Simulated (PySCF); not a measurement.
PySCF 2.14 output of an unrestricted PBE0 calculation on a single atom or ion in def2-TZVPPD with the def2 core potential (28 electrons), with scalar relativity through the core potential:

```
SCF conv_tol = 1e-09
number electrons alpha = 13  beta = 12
    C. Adamo and V. Barone.,  J. Chem. Phys. 110, 6158 (1999)
    M. Ernzerhof and G. E. Scuseria.,  J. Chem. Phys. 110, 5029 (1999)
cycle= 1 E= -328.448344356728  delta_E= -0.00497  |g|= 0.0166  |ddm|= 0.234
cycle= 2 E= -328.448492063148  delta_E= -0.000148  |g|= 0.00874  |ddm|= 0.0474
cycle= 3 E= -328.448515789352  delta_E= -2.37e-05  |g|= 0.00192  |ddm|= 0.0124
cycle= 4 E= -328.448516734808  delta_E= -9.45e-07  |g|= 0.000217  |ddm|= 0.00222
cycle= 5 E= -328.448516783023  delta_E= -4.82e-08  |g|= 4.52e-06  |ddm|= 0.000811
cycle= 6 E= -328.448516783035  delta_E= -1.22e-11  |g|= 1.31e-07  |ddm|= 1.98e-05
converged SCF energy = -328.448516783035  <S^2> = 0.75231743  2S+1 = 2.0023161
```

The run itself started from symmetry-adapted Hartree-Fock orbitals and held the occupation by maximum overlap, on a logarithmic radial grid, so the iterations belong to that start.

Problem. Which element, charge and spin multiplicity is this?

Solution. Xe⁺ (xenon, charge +1), multiplicity 2; the state was [Kr] 4d10 5s1 5p6, 2S determinant (an excited configuration).

Energies and moments cover only the electrons outside the core potential.
